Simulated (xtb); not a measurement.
ClIn, charge +1, quartet, at a GFN2-xTB geometry of the parent state (such geometries of metal compounds can be far from the true shape) (a state made from the parent by changing its charge; the spin is typed, not shown lowest); GFN0-xTB in xtb 6.7.1.

xtb was given this input:
```
$ xtb mol.xyz --gfn 0 --chrg 1 --uhf 3 --json

# file mol.xyz
2

In    -0.00000000    -0.00000000    -0.63631162
Cl     0.00000000     0.00000000     1.83407468
```

**Question.** What does xtb print? Leave out banner, timings and long lists.

**Answer.** 
```
   ID    Z sym.   atoms
    1   49 In     1
    2   17 Cl     2

           -------------------------------------------------
          |                Calculation Setup                |
           -------------------------------------------------

           -------------------------------------------------
          |                 G F N 0 - x T B                 |
           -------------------------------------------------

          ...................................................
          :                      SETUP                      :
          :.................................................:
          :  # basis functions                  20          :
          :  # atomic orbitals                  18          :
          :  # shells                            6          :
          :  # electrons                         9          :
          :  electronic temp.          300.0000000     K    :
          :  accuracy                    1.0000000          :
          :  -> integral cutoff          0.2500000E+02      :
          :  -> integral neglect         0.1000000E-07      :
          ...................................................

         :::::::::::::::::::::::::::::::::::::::::::::::::::::
         ::                     SUMMARY                     ::
         :::::::::::::::::::::::::::::::::::::::::::::::::::::
         :: total energy              -3.477245969396 Eh    ::
         :: gradient norm              0.023030480117 Eh/a0 ::
         :: HOMO-LUMO gap              0.000000000000 eV    ::
         ::.................................................::
         :: H0 energy                 -4.900679768411 Eh    ::
         :: repulsion energy           0.000957975180 Eh    ::
         :: electrostat energy         1.422701034725 Eh    ::
         :: -> Gsolv                   0.000000000000 Eh    ::
         ::    -> Gsasa                0.000000000000 Eh    ::
         ::    -> Gshift               0.000000000000 Eh    ::
         :: dispersion energy         -0.000225210890 Eh    ::
         :: short-range corr.          0.000000000000 Eh    ::
         :: add. restraining           0.000000000000 Eh    ::
         :: total charge               1.000000000000 e     ::
         :::::::::::::::::::::::::::::::::::::::::::::::::::::

           -------------------------------------------------
          |                Property Printout                |
           -------------------------------------------------

[...]
         5        1.0000           -0.4235525             -11.5255
         6        0.5000           -0.1555058              -4.2315 (HOMO)
         7        0.5000           -0.1555058              -4.2315 (LUMO)
         8                         -0.0948234              -2.5803
         9                         -0.0658765              -1.7926
        10                         -0.0658765              -1.7926
        11                         -0.0606504              -1.6504
        12                         -0.0606504              -1.6504
        13                         -0.0526509              -1.4327
        14                          0.0003855               0.0105
        15                          0.0003855               0.0105
        16                          0.0716603               1.9500
        17                          0.0716603               1.9500
        18                          0.5674389              15.4408
      -------------------------------------------------------------
                  HL-Gap            0.0000000 Eh            0.0000 eV
             Fermi-level            0.0000000 Eh            0.0000 eV

     #   Z          covCN         q      C6AA      α(0)
     1  49 In       0.771     0.720   609.911    62.084
     2  17 Cl       0.771     0.280    89.310    14.445

 Mol. C6AA /au·bohr⁶  :       1129.424942
 Mol. C8AA /au·bohr⁸  :     127709.288458
 Mol. α(0) /au        :         76.528349

Wiberg/Mayer (AO) data.
largest (>0.10) Wiberg bond orders for each atom

 ---------------------------------------------------------------------------
     #   Z sym  total        # sym  WBO       # sym  WBO       # sym  WBO
 ---------------------------------------------------------------------------
     1  49 In   0.752 --     2 Cl   0.752
     2  17 Cl   0.752 --     1 In   0.752
 ---------------------------------------------------------------------------

Topologies differ in total number of bonds
Writing topology from bond orders to xtbtopo.mol

 dipole moment from electron density (au)
     X       Y       Z
   0.0000   0.0000   2.3768  total (Debye):    6.041

           -------------------------------------------------
          | TOTAL ENERGY               -3.477245969396 Eh   |
          | GRADIENT NORM               0.023030480117 Eh/α |
          | HOMO-LUMO GAP               0.000000000000 eV   |
           -------------------------------------------------

normal termination of xtb
```
